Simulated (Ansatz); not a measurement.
Harmonic frequencies (cm⁻¹) at PBE0-D4/def2-TZVP from Ansatz: 92, 104, 146, 196, 208, 315, 316, 431, 469, 554, 736, 749, 754, 2182, 3463.

Q: Which molecule is it?
A. `F[C](F)(F)[Ge]([Cl])([Cl])[Cl]`
B. `O=C=[N][GeH]([F])[Cl]`
C. `[F][Ge]([F])([Cl])[SeH]`
D. `C#[C][Ge]([F])([Cl])[Cl]`

A: D.
